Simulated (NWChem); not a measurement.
## Spin states of Mg

```xyz
1

Mg     0.0000     0.0000     0.0000
```
Charge 0, spin multiplicity 1.

Program: NWChem.

Basis set: def2-TZVP. The gap is E(triplet) − E(singlet), so a negative value puts the higher spin lower. Open shells are unrestricted, coupled cluster uses restricted open-shell references, and the singlet is the closed-shell solution. The triplet is the single determinant that the SCF runs reached, with unpaired electrons in orbitals of symmetry ag and b3u (D2h labels); it need not be the lowest triplet, which in molecules with degenerate π orbitals can need several determinants. Where the lowest singlet needs several determinants, the single determinant used here isn't a pure state and places it wrongly.

```tsv
method	vertical singlet-triplet gap (kcal/mol)	difference from CCSD(T)
M06-2X	70.8	+10.8
CR-CCSD(T)	60.0	0.0
B3LYP	64.8	+4.8
PBE	60.9	+0.9
PBE0	58.8	-1.2
CCSD(T)	60.0	0.0
HF	41.9	-18.1
```

The values span 28.9 kcal/mol, from HF (lowest) to M06-2X (highest). 

The correlated methods keep 5 core orbitals frozen. B3LYP has NWChem's definition, with VWN1-RPA local correlation. The stability of the SCF solutions was not checked. Open-shell Hartree-Fock references start from PBE0 orbitals. Differences from the coupled-cluster row are differences between methods, not errors against experiment.
